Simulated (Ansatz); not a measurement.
`OC[SiH]1C[SiH2]1` at its PBE0-D4/def2-TZVP geometry, where that method's forces vanish. The species carries charge 0 and has multiplicity 1.

```tsv
atom	x (Å)	y (Å)	z (Å)
O1	0.616	0.745	-1.810
C2	0.540	-0.601	-1.402
Si3	-0.207	-0.829	0.315
C4	-1.307	0.487	0.937
Si5	0.270	0.988	1.985
H6	0.961	1.265	-1.073
H7	-0.116	-1.117	-2.113
H8	1.514	-1.108	-1.457
H9	-0.478	-2.243	0.675
H10	-2.149	0.181	1.552
H11	-1.597	1.211	0.178
H12	0.944	-0.549	1.446
H13	1.009	1.569	0.766
```

Question: For each bond, give half the difference of the two atoms' forces along it (eV/Å; positive pushes the atoms apart) under PBE-D4, r2SCAN-D4, B3LYP-D4, ωB97M-V in def2-TZVPP. (An estimate is asked.)

Answer: The calculation gave: 
| bond | length (Å) | PBE-D4 | r2SCAN-D4 | B3LYP-D4 | ωB97M-V |
| --- | --- | --- | --- | --- | --- |
| O1–C2 | 1.409 | 0.28 | 0.32 | 0.35 | 0.35 |
| O1–H6 | 0.966 | 0.46 | 0.02 | -0.06 | -0.17 |
| C2–Si3 | 1.887 | -0.07 | -0.06 | 0.01 | -0.03 |
| C2–H7 | 1.096 | 0.10 | -0.04 | -0.13 | -0.11 |
| C2–H8 | 1.100 | 0.09 | -0.04 | -0.11 | -0.13 |
| Si3–C4 | 1.824 | 0.09 | 0.02 | 0.13 | 0.01 |
| Si3–Si5 | 2.513 | 0.17 | -0.03 | 0.31 | 0.07 |
| Si3–H9 | 1.484 | 0.04 | -0.03 | -0.21 | -0.15 |
| Si3–H12 | 1.637 | 0.11 | 0.03 | -0.04 | -0.11 |
| C4–Si5 | 1.959 | 0.12 | 0.04 | 0.21 | 0.06 |
| C4–H10 | 1.087 | 0.07 | -0.03 | -0.07 | -0.04 |
| C4–H11 | 1.088 | 0.09 | -0.02 | -0.07 | -0.04 |
| Si5–H13 | 1.539 | 0.19 | -0.02 | -0.02 | -0.10 |

B3LYP here is the variant with VWN-RPA as its local correlation; programs differ in this.

Results of the Gaussian-basis code of Ansatz.
